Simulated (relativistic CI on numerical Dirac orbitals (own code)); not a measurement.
Computed by Dirac-Coulomb-Breit CI, KLI orbitals optimised for each configuration, model QED (radiative potential, 1s self-energy scaled to tabulated hydrogen-like ionisation energies), unscaled Slater integrals (own radial code, finite nucleus).

Configurations in the expansion (outside the closed core [Ar] 3d10): 4s2.4p6.4d10.4f2, 4s2.4p6.4d9.4f3, 4s2.4p6.4d10.4f.5s, 4s2.4p5.4d10.4f3, 4s2.4p6.4d10.4f.5p, 4s2.4p6.4d10.5s2, 4s2.4p6.4d10.5s.5p, 4s2.4p6.4d10.4f.5d, 4s.4p6.4d10.4f3, 4s2.4p6.4d10.5p2, 4s2.4p6.4d9.4f2.5s, 4s2.4p6.4d10.5s.5d, 4s2.4p6.4d10.4f.5f, 4s2.4p6.4d10.5p.5d, 4s2.4p6.4d9.4f2.5p, 4s2.4p6.4d10.4f.5g, 4s2.4p6.4d10.4f.6s, 4s2.4p6.4d10.5d2, 4s2.4p6.4d10.4f.6p, 4s2.4p6.4d10.4f.6d, 4s2.4p5.4d10.4f2.5s, 4s2.4p6.4d10.4f.6g, 4s2.4p6.4d10.4f.7s, 4s.4p6.4d10.4f.5s2, 4s.4p6.4d10.4f.5p2. Double excitations out of closed p, d and f shells are left out; levels of such configurations are missing from the list, as are those of other unlisted configurations, and high levels can miss mixing partners.

At this charge energies of transitions that change n are usually good to better than 1 %, and those within a shell (Δn = 0) to a few per cent. Terms inside the open d or f shell come out 10 to 20 % too wide with unscaled integrals.

Outline of the computed level scheme of Pb XXXV. Lowest level of each configuration: 4s2.4p6.4d10.4f2 3H_4 at 0.000 eV; 4s2.4p6.4d9.4f3 5H°_3 at 235.696 eV; 4s2.4p6.4d10.4f.5s 3F°_2 at 244.796 eV.

LS names give the leading component of a level, which can be under half, so a name can repeat, a term be missing and a line seem to break the LS rules.
